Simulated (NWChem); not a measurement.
System: C$_{3}$H$_{5}$Cl; SMILES Cl/C=C\C

Output (shortened):

```
             Northwest Computational Chemistry Package (NWChem) 7.3.0
             --------------------------------------------------------

                             Geometry "geometry" -> ""
                             -------------------------

 Output coordinates in angstroms (scale by  1.889725989 to convert to a.u.)

  No.       Tag          Charge          X              Y              Z
 ---- ---------------- ---------- -------------- -------------- --------------
    1 C                    6.0000    -0.76789500     1.74819600     0.00000000
    2 C                    6.0000     0.59681800     1.15363500     0.00000000
    3 C                    6.0000     0.91268200    -0.14258600     0.00000000
    4 Cl                  17.0000    -0.24760900    -1.42769400     0.00000000
    5 H                    1.0000    -1.54502100     0.97233100     0.00000000
    6 H                    1.0000    -0.91501900     2.39040400    -0.88394900
    7 H                    1.0000    -0.91501900     2.39040400     0.88394900
    8 H                    1.0000     1.44972100     1.84241800     0.00000000
    9 H                    1.0000     1.94419300    -0.50043600     0.00000000

 Effective nuclear repulsion energy (a.u.)     145.9498957674

                                 NWChem DFT Module
                                 -----------------

 Summary of "ao basis" -> "ao basis" (spherical)
 ------------------------------------------------------------------------------
       Tag                 Description            Shells   Functions and Types
 ---------------- ------------------------------  ------  ---------------------
 C                          def2-svp                 6       14   3s2p1d
 Cl                         def2-svp                 8       18   4s3p1d
 H                          def2-svp                 3        5   2s1p

 in cosmo_initialize ...
 calling solv_data for solv:hexane

 solvent parameters
 solvname_short: hexane
 solvname_long:  n-hexane
 dielec:        1.8819
 dielecinf:     1.8903
 nonaqueous SMD model solvent descriptors
 dielec:        1.8819
 sola:          0.0000
 solb:          0.0000
 solc:          0.0000
 solg:         25.7500
 solh:          0.0000
 soln:          1.3749

          ---------------
          -cosmo- solvent
          ---------------
 Cosmo: York-Karplus, doi: 10.1021/jp992097l
 dielectric constant -eps-     =   1.88
 screen = (eps-1)/(eps    )    =   0.46862
 surface charge correction     = lagrangian

[...]

                                COSMO-SMD solvation results
                                ---------------------------

             internal energy in gas <Psi(g)|H|Psi(g)> =      -576.980121748152
         internal energy in solvent <Psi(s)|H|Psi(s)> =      -576.980007215485
                               delta internal energy  =         0.000114532667 (    0.07 kcal/mol)
   total free energy in solvent <Psi(s)|H+V/2|Psi(s)> =      -576.981914706988
 polarization energy contribution <Psi(s)|V/2|Psi(s)> =        -0.001907491503 (   -1.20 kcal/mol)
    total free energy in solvent including G(SMD-CDS) =      -576.985088376265
                       G(SMD-CDS) energy contribution =        -0.003173669278 (   -1.99 kcal/mol)
     1 M fixed-concentration free energy of solvation =        -0.004966628113 (   -3.12 kcal/mol)

                       DFT Final Molecular Orbital Analysis
                       ------------------------------------

 Vector   18  Occ=2.000000D+00  E=-3.694582D-01
              MO Center= -2.6D-02, -6.7D-01, -5.0D-09, r^2= 2.7D+00
   Bfn.  Coefficient  Atom+Function         Bfn.  Coefficient  Atom+Function
  ----- ------------  ---------------      ----- ------------  ---------------
    55      0.489012  4 Cl pz                52      0.381199  4 Cl pz
    34      0.255236  3 C  pz                49      0.221583  4 Cl pz
    37      0.183733  3 C  pz                 6     -0.149963  1 C  pz
    66      0.118932  6 H  s                 71     -0.118932  7 H  s
    20      0.098553  2 C  pz                67      0.059768  6 H  s

 Vector   19  Occ=2.000000D+00  E=-3.188083D-01
              MO Center= -9.5D-02, -1.2D+00,  7.3D-11, r^2= 1.8D+00
   Bfn.  Coefficient  Atom+Function         Bfn.  Coefficient  Atom+Function
  ----- ------------  ---------------      ----- ------------  ---------------
    53      0.485334  4 Cl px                54     -0.392372  4 Cl py
    50      0.362645  4 Cl px                51     -0.283693  4 Cl py
    47      0.209238  4 Cl px                48     -0.164347  4 Cl py
    81     -0.164454  9 H  s                 17      0.148932  2 C  s
    32     -0.113809  3 C  px                19     -0.104244  2 C  py

 Vector   20  Occ=2.000000D+00  E=-2.592501D-01
              MO Center=  3.3D-01,  9.9D-02, -2.1D-09, r^2= 2.9D+00
   Bfn.  Coefficient  Atom+Function         Bfn.  Coefficient  Atom+Function
  ----- ------------  ---------------      ----- ------------  ---------------
    55      0.415449  4 Cl pz                20     -0.357498  2 C  pz
    34     -0.338538  3 C  pz                52      0.276723  4 Cl pz
    23     -0.267767  2 C  pz                37     -0.223326  3 C  pz
    49      0.160009  4 Cl pz                66     -0.115655  6 H  s
    71      0.115655  7 H  s                  6      0.106142  1 C  pz

 Vector   21  Occ=0.000000D+00  E= 1.083340D-02
              MO Center=  6.0D-01,  5.4D-01, -8.6D-10, r^2= 2.6D+00
   Bfn.  Coefficient  Atom+Function         Bfn.  Coefficient  Atom+Function
  ----- ------------  ---------------      ----- ------------  ---------------
    23      0.648829  2 C  pz                37     -0.634844  3 C  pz
    20      0.434416  2 C  pz                34     -0.431662  3 C  pz
    55      0.243820  4 Cl pz                67      0.215835  6 H  s
    72     -0.215835  7 H  s                 66      0.122928  6 H  s
    71     -0.122928  7 H  s                 52      0.110633  4 Cl pz

[...]
```

Level: PBE0/def2-SVP, SMD on the gas-phase geometry. Structure relaxed at the PBE0/def2-SVP level. Solvent: n-hexane.

Reconstruct the input file.

This is not unique; one that fits is the input that was run:
```
start job
memory heap 200 mb stack 900 mb global 1100 mb
geometry units angstroms noautosym nocenter noautoz
  C     -0.767895     1.748196     0.000000
  C      0.596818     1.153635     0.000000
  C      0.912682    -0.142586     0.000000
  Cl    -0.247609    -1.427694     0.000000
  H     -1.545021     0.972331     0.000000
  H     -0.915019     2.390404    -0.883949
  H     -0.915019     2.390404     0.883949
  H      1.449721     1.842418     0.000000
  H      1.944193    -0.500436     0.000000
end
basis spherical
  * library def2-svp
end
dft
  xc pbe0
  iterations 150
end
cosmo
  do_cosmo_smd true
  solvent hexane
end
task dft energy
```
